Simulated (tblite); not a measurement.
A geometry optimisation, step by step.

Compound: C₄H₇AlBrCl.
Bonds: C1–C2 (double), C2–C3, C3–C4, C2–Al5, Al5–Cl6, Al5–Br7. Hydrogens: H8, H9 on C1; H10, H11 on C3; H12, H13, H14 on C4.

Computed with GFN2-xTB (tblite), gas phase: L-BFGS steps from a force-field or distance-geometry start until the largest atomic force falls under 0.01 eV/Å. 14 of its 88 geometries are shown.

Step 0: E = -596.6131 eV, largest atomic force 2.017 eV/Å
```
atom  x, y, z in Å  |  force x, y, z in eV/Å
C1      0.931   -0.457   -1.552   -0.282   0.258   0.336
C2      0.584    0.113   -0.393    0.459  -0.235   0.043
C3     -0.747    0.760   -0.193   -0.624   0.936  -0.404
C4     -1.794   -0.244    0.265   -0.358  -0.655   0.622
Al5     1.842    0.002    1.160    1.291  -0.552   0.496
Cl6     3.794   -1.000    0.918   -1.755   0.940   0.322
Br7     1.214    0.907    3.252    0.352  -0.466  -1.115
H8      1.888   -0.941   -1.676   -0.058  -0.017  -0.077
H9      0.244   -0.435   -2.393    0.258  -0.079  -0.011
H10    -0.681    1.577    0.560    0.021  -0.396  -0.309
H11    -1.100    1.223   -1.150    0.287  -0.281   0.593
H12    -2.777    0.250    0.407    0.613  -0.326  -0.115
H13    -1.493   -0.693    1.255   -0.264   0.337  -0.959
H14    -1.905   -1.061   -0.482    0.060   0.536   0.579
```

Step 7: E = -596.9748 eV, largest atomic force 0.185 eV/Å
```
atom  x, y, z in Å  |  force x, y, z in eV/Å
C1      0.929   -0.445   -1.524    0.016  -0.017  -0.026
C2      0.596    0.111   -0.359   -0.135   0.022  -0.124
C3     -0.750    0.771   -0.190   -0.121  -0.026   0.058
C4     -1.794   -0.246    0.275    0.001   0.005   0.002
Al5     1.869   -0.027    1.149    0.022  -0.074  -0.096
Cl6     3.672   -0.930    0.955    0.022   0.002   0.048
Br7     1.253    0.859    3.135   -0.018   0.028   0.016
H8      1.875   -0.940   -1.677    0.081  -0.036   0.066
H9      0.273   -0.435   -2.384   -0.012   0.053  -0.003
H10    -0.684    1.569    0.555    0.003   0.028   0.033
H11    -1.081    1.211   -1.133    0.053   0.006  -0.020
H12    -2.761    0.236    0.407    0.052  -0.015   0.013
H13    -1.496   -0.688    1.226    0.015  -0.002   0.014
H14    -1.902   -1.046   -0.456    0.022   0.027   0.020
```

Step 13: E = -596.9808 eV, largest atomic force 0.088 eV/Å
```
atom  x, y, z in Å  |  force x, y, z in eV/Å
C1      0.929   -0.446   -1.531   -0.006   0.016   0.009
C2      0.580    0.109   -0.370    0.027  -0.006   0.013
C3     -0.759    0.775   -0.189    0.005   0.032  -0.021
C4     -1.794   -0.246    0.281   -0.017  -0.028   0.018
Al5     1.863   -0.044    1.130   -0.015  -0.011  -0.028
Cl6     3.678   -0.929    0.974    0.023  -0.020   0.015
Br7     1.253    0.858    3.114   -0.019   0.017   0.004
H8      1.883   -0.943   -1.653   -0.066   0.010  -0.027
H9      0.279   -0.423   -2.399    0.088  -0.009  -0.001
H10    -0.686    1.571    0.560    0.010  -0.011  -0.031
H11    -1.079    1.218   -1.137   -0.032  -0.010   0.057
H12    -2.761    0.233    0.418    0.015  -0.023   0.015
H13    -1.488   -0.689    1.231    0.005   0.038  -0.047
H14    -1.896   -1.044   -0.452   -0.015   0.006   0.023
```

Step 20: E = -596.9831 eV, largest atomic force 0.042 eV/Å
```
atom  x, y, z in Å  |  force x, y, z in eV/Å
C1      0.930   -0.441   -1.535    0.008  -0.001  -0.021
C2      0.573    0.109   -0.374    0.035  -0.021  -0.009
C3     -0.764    0.777   -0.189    0.021   0.013  -0.025
C4     -1.794   -0.246    0.285   -0.002  -0.011   0.026
Al5     1.862   -0.057    1.122   -0.019   0.012   0.001
Cl6     3.683   -0.935    0.992   -0.021  -0.010   0.001
Br7     1.246    0.863    3.099   -0.012   0.006  -0.001
H8      1.879   -0.949   -1.649    0.000   0.010   0.003
H9      0.303   -0.414   -2.417   -0.003   0.020   0.006
H10    -0.684    1.573    0.559   -0.007  -0.016  -0.010
H11    -1.094    1.223   -1.131   -0.004  -0.007   0.001
H12    -2.763    0.227    0.431    0.006   0.001   0.012
H13    -1.477   -0.684    1.232   -0.001  -0.008  -0.003
H14    -1.901   -1.045   -0.446   -0.001   0.013   0.019
```

Step 27: E = -596.9855 eV, largest atomic force 0.062 eV/Å
```
atom  x, y, z in Å  |  force x, y, z in eV/Å
C1      0.946   -0.431   -1.555   -0.025   0.016  -0.003
C2      0.576    0.102   -0.391    0.002  -0.020   0.024
C3     -0.762    0.769   -0.198   -0.016   0.042  -0.001
C4     -1.785   -0.246    0.303   -0.028  -0.052   0.013
Al5     1.843   -0.060    1.121   -0.006  -0.014   0.043
Cl6     3.655   -0.961    1.014   -0.008  -0.007   0.005
Br7     1.214    0.882    3.084   -0.001  -0.002  -0.021
H8      1.888   -0.952   -1.662   -0.007   0.049  -0.010
H9      0.329   -0.378   -2.442   -0.006  -0.021  -0.026
H10    -0.677    1.567    0.545    0.033   0.044   0.024
H11    -1.113    1.212   -1.132    0.027  -0.024  -0.051
H12    -2.749    0.227    0.468    0.004   0.035   0.016
H13    -1.453   -0.688    1.243    0.031   0.004   0.021
H14    -1.912   -1.045   -0.422    0.000  -0.051  -0.035
```

Step 33: E = -596.9898 eV, largest atomic force 0.097 eV/Å
```
atom  x, y, z in Å  |  force x, y, z in eV/Å
C1      0.958   -0.406   -1.586    0.009   0.001   0.028
C2      0.573    0.086   -0.409   -0.054   0.055  -0.007
C3     -0.760    0.760   -0.209   -0.016  -0.082   0.027
C4     -1.771   -0.254    0.333    0.045   0.076  -0.039
Al5     1.806   -0.079    1.129    0.009  -0.040  -0.014
Cl6     3.603   -1.008    1.053    0.016  -0.017   0.020
Br7     1.159    0.916    3.058   -0.002   0.002   0.012
H8      1.901   -0.923   -1.690    0.048   0.006  -0.027
H9      0.363   -0.329   -2.486   -0.037   0.000   0.017
H10    -0.655    1.571    0.521   -0.028  -0.009  -0.061
H11    -1.124    1.179   -1.150    0.003  -0.002   0.017
H12    -2.720    0.236    0.536   -0.008  -0.034   0.004
H13    -1.403   -0.692    1.263    0.012   0.009  -0.003
H14    -1.930   -1.057   -0.385    0.002   0.034   0.027
```

Step 40: E = -596.9943 eV, largest atomic force 0.054 eV/Å
```
atom  x, y, z in Å  |  force x, y, z in eV/Å
C1      0.979   -0.374   -1.617   -0.001   0.012  -0.012
C2      0.574    0.080   -0.432    0.007  -0.014   0.006
C3     -0.763    0.742   -0.231    0.019   0.047  -0.017
C4     -1.751   -0.254    0.371    0.016  -0.001   0.000
Al5     1.764   -0.122    1.138    0.024   0.029  -0.027
Cl6     3.548   -1.080    1.120   -0.007  -0.024   0.021
Br7     1.097    0.948    3.022    0.009  -0.022   0.019
H8      1.933   -0.868   -1.738   -0.020   0.009   0.018
H9      0.383   -0.274   -2.515    0.001  -0.005  -0.004
H10    -0.648    1.581    0.461   -0.019   0.031   0.025
H11    -1.145    1.133   -1.176   -0.032  -0.036  -0.025
H12    -2.689    0.233    0.624    0.015   0.002  -0.017
H13    -1.332   -0.685    1.284   -0.009  -0.008  -0.015
H14    -1.950   -1.060   -0.332   -0.005  -0.021   0.029
```

Step 47: E = -596.9972 eV, largest atomic force 0.057 eV/Å
```
atom  x, y, z in Å  |  force x, y, z in eV/Å
C1      0.991   -0.343   -1.639   -0.005  -0.002  -0.008
C2      0.577    0.090   -0.450    0.038  -0.010  -0.008
C3     -0.768    0.737   -0.250   -0.001   0.022  -0.013
C4     -1.731   -0.255    0.396   -0.023  -0.035   0.038
Al5     1.751   -0.130    1.131   -0.010  -0.009   0.008
Cl6     3.503   -1.147    1.181   -0.027   0.007  -0.011
Br7     1.066    0.948    3.006    0.021  -0.008   0.012
H8      1.949   -0.829   -1.762   -0.014   0.010   0.007
H9      0.394   -0.237   -2.536    0.019  -0.010  -0.002
H10    -0.657    1.600    0.414   -0.020   0.007  -0.015
H11    -1.174    1.083   -1.203    0.003   0.006   0.009
H12    -2.658    0.237    0.676   -0.017   0.003  -0.013
H13    -1.285   -0.681    1.298    0.021   0.017   0.009
H14    -1.958   -1.072   -0.285    0.014   0.002  -0.012
```

Step 54: E = -596.9987 eV, largest atomic force 0.047 eV/Å
```
atom  x, y, z in Å  |  force x, y, z in eV/Å
C1      0.989   -0.341   -1.637   -0.005  -0.002   0.016
C2      0.578    0.105   -0.451    0.010   0.002  -0.013
C3     -0.772    0.743   -0.254   -0.027   0.004  -0.007
C4     -1.727   -0.256    0.396   -0.015   0.004   0.006
Al5     1.749   -0.127    1.132   -0.021   0.006   0.015
Cl6     3.492   -1.158    1.176   -0.005  -0.005  -0.020
Br7     1.092    0.928    3.030    0.004  -0.006  -0.017
H8      1.950   -0.824   -1.756   -0.005   0.004   0.012
H9      0.393   -0.251   -2.537    0.013   0.012   0.023
H10    -0.680    1.615    0.402    0.028  -0.022  -0.015
H11    -1.180    1.077   -1.212   -0.003   0.003   0.004
H12    -2.663    0.229    0.664    0.005  -0.012  -0.006
H13    -1.281   -0.664    1.307   -0.005   0.011  -0.037
H14    -1.940   -1.079   -0.283    0.027   0.001   0.038
```

Step 60: E = -597.0000 eV, largest atomic force 0.035 eV/Å
```
atom  x, y, z in Å  |  force x, y, z in eV/Å
C1      0.999   -0.327   -1.645    0.003   0.008   0.007
C2      0.573    0.111   -0.462   -0.021  -0.004   0.011
C3     -0.781    0.743   -0.270    0.006  -0.018   0.010
C4     -1.717   -0.254    0.410    0.020   0.002  -0.010
Al5     1.720   -0.138    1.136    0.017  -0.003  -0.005
Cl6     3.449   -1.193    1.181   -0.001  -0.010  -0.016
Br7     1.090    0.928    3.036   -0.014   0.005  -0.008
H8      1.961   -0.806   -1.757    0.010  -0.002   0.013
H9      0.414   -0.229   -2.551   -0.009   0.009  -0.003
H10    -0.681    1.625    0.372   -0.010   0.007  -0.005
H11    -1.200    1.058   -1.228    0.001   0.000   0.003
H12    -2.657    0.219    0.685    0.009  -0.005  -0.017
H13    -1.249   -0.643    1.318    0.003   0.015   0.031
H14    -1.921   -1.095   -0.248   -0.014  -0.002  -0.012
```

Step 67: E = -597.0008 eV, largest atomic force 0.034 eV/Å
```
atom  x, y, z in Å  |  force x, y, z in eV/Å
C1      1.004   -0.318   -1.644    0.008  -0.001   0.000
C2      0.570    0.113   -0.462   -0.014   0.024   0.009
C3     -0.785    0.743   -0.275    0.007  -0.012   0.009
C4     -1.710   -0.255    0.417   -0.006   0.019  -0.010
Al5     1.713   -0.143    1.136    0.016  -0.013  -0.004
Cl6     3.430   -1.218    1.169    0.003  -0.005  -0.005
Br7     1.085    0.927    3.033   -0.005   0.008   0.002
H8      1.967   -0.797   -1.748    0.017  -0.007  -0.011
H9      0.425   -0.216   -2.553   -0.002   0.002  -0.014
H10    -0.689    1.632    0.355   -0.010   0.006   0.011
H11    -1.209    1.047   -1.235    0.004  -0.011  -0.011
H12    -2.654    0.211    0.683   -0.026   0.019   0.010
H13    -1.237   -0.623    1.332   -0.011  -0.012   0.012
H14    -1.910   -1.105   -0.231    0.018  -0.017   0.002
```

Step 74: E = -597.0013 eV, largest atomic force 0.023 eV/Å
```
atom  x, y, z in Å  |  force x, y, z in eV/Å
C1      1.006   -0.313   -1.639   -0.003  -0.006  -0.009
C2      0.570    0.120   -0.457    0.017  -0.012  -0.010
C3     -0.788    0.744   -0.275    0.002   0.009  -0.004
C4     -1.711   -0.253    0.419   -0.012  -0.013   0.009
Al5     1.719   -0.145    1.135   -0.006   0.003   0.003
Cl6     3.429   -1.231    1.150    0.003   0.000   0.004
Br7     1.090    0.922    3.034    0.008  -0.002  -0.005
H8      1.971   -0.792   -1.741   -0.007   0.012   0.001
H9      0.428   -0.216   -2.549    0.010   0.004   0.007
H10    -0.701    1.638    0.350    0.005   0.001   0.005
H11    -1.209    1.039   -1.240   -0.003  -0.007   0.006
H12    -2.663    0.209    0.669   -0.002  -0.002  -0.004
H13    -1.248   -0.610    1.343   -0.010   0.012  -0.007
H14    -1.894   -1.113   -0.222   -0.003   0.000   0.005
```

Step 80: E = -597.0018 eV, largest atomic force 0.027 eV/Å
```
atom  x, y, z in Å  |  force x, y, z in eV/Å
C1      1.012   -0.306   -1.641    0.003   0.011   0.009
C2      0.568    0.117   -0.459   -0.016   0.000   0.011
C3     -0.790    0.740   -0.276   -0.007  -0.013  -0.001
C4     -1.716   -0.252    0.425    0.008   0.013  -0.006
Al5     1.718   -0.152    1.132    0.006  -0.004  -0.005
Cl6     3.423   -1.246    1.143   -0.001   0.002   0.005
Br7     1.101    0.923    3.030    0.003   0.003   0.008
H8      1.980   -0.778   -1.740    0.005  -0.007  -0.009
H9      0.441   -0.204   -2.554   -0.008   0.004  -0.007
H10    -0.700    1.639    0.342   -0.007  -0.026   0.004
H11    -1.215    1.028   -1.240    0.003  -0.002  -0.009
H12    -2.674    0.206    0.654   -0.002   0.008  -0.005
H13    -1.265   -0.589    1.362    0.011   0.006   0.007
H14    -1.884   -1.125   -0.202    0.001   0.003  -0.002
```

Step 87: E = -597.0020 eV, largest atomic force 0.009 eV/Å
```
atom  x, y, z in Å  |  force x, y, z in eV/Å
C1      1.017   -0.298   -1.644   -0.001  -0.002   0.001
C2      0.567    0.112   -0.460   -0.001   0.003   0.004
C3     -0.792    0.734   -0.279    0.001  -0.002   0.002
C4     -1.717   -0.252    0.431    0.002   0.001  -0.005
Al5     1.715   -0.158    1.131    0.001  -0.003   0.001
Cl6     3.416   -1.258    1.149    0.001   0.002   0.001
Br7     1.106    0.924    3.028    0.002   0.002   0.003
H8      1.986   -0.766   -1.746    0.002  -0.005  -0.001
H9      0.447   -0.191   -2.558   -0.004   0.008  -0.003
H10    -0.702    1.635    0.336   -0.004   0.003  -0.006
H11    -1.218    1.016   -1.245    0.005   0.003   0.001
H12    -2.677    0.208    0.651    0.001   0.000   0.001
H13    -1.266   -0.575    1.372   -0.001  -0.001   0.000
H14    -1.882   -1.131   -0.188   -0.004  -0.008   0.003
```

Question: Summarise the path.

Answer: The energy falls by 37.52 kJ/mol from step 0 to step 87; nine tenths of that is first reached at step 5. It falls at every step. The largest force goes from 2.017 to 0.009 eV/Å. Among the bonds Al5–Cl6 changes most, from 2.208 to 2.026 Å; the atoms move by 0.266 Å rms after alignment.

Question: Follow the three bonds and two angles with the largest change from start to end.

Answer: 
```
step  E above end (kJ/mol)  largest force (eV/Å)  Al5–Cl6 (Å)  Al5–Br7 (Å)  C4–H13 (Å)  C2–Al5–Cl6 (°)  C2–Al5–Br7 (°)
   0                 37.52                 2.017        2.208        2.364       1.129           119.8           119.9
   4                  4.42                 0.433        2.029        2.279       1.093           120.7           117.2
   8                  2.42                 0.104        2.026        2.265       1.089           122.5           117.8
  11                  2.21                 0.084        2.024        2.266       1.091           123.2           117.6
  15                  1.95                 0.060        2.026        2.264       1.090           124.3           117.1
  19                  1.84                 0.038        2.027        2.266       1.090           124.9           116.6
  23                  1.76                 0.048        2.026        2.264       1.091           124.8           116.7
  26                  1.65                 0.059        2.026        2.266       1.090           124.7           116.7
  30                  1.35                 0.061        2.025        2.266       1.092           124.4           116.7
  34                  1.09                 0.099        2.025        2.266       1.091           124.2           116.5
  38                  0.86                 0.093        2.025        2.268       1.093           124.5           116.0
  42                  0.68                 0.060        2.025        2.266       1.092           125.0           115.6
  45                  0.53                 0.051        2.026        2.268       1.092           125.7           115.4
  49                  0.43                 0.026        2.026        2.267       1.093           126.0           115.4
  53                  0.35                 0.044        2.026        2.269       1.094           125.9           116.0
  57                  0.26                 0.037        2.026        2.267       1.093           125.5           116.7
  61                  0.18                 0.030        2.026        2.268       1.093           125.2           117.2
  64                  0.15                 0.027        2.026        2.268       1.094           125.1           117.1
  68                  0.10                 0.041        2.026        2.267       1.093           124.7           116.9
  72                  0.07                 0.012        2.026        2.267       1.094           124.6           116.7
  76                  0.05                 0.024        2.026        2.267       1.094           124.5           116.7
  79                  0.03                 0.024        2.026        2.266       1.093           124.5           116.7
  83                  0.01                 0.016        2.026        2.267       1.093           124.6           116.8
  87                  0.00                 0.009        2.026        2.267       1.093           124.6           116.8
```

What follows is the cost of the whole relaxation. On one thread of an Intel Xeon at 2.50 GHz (shared host), this took 2.2 s.
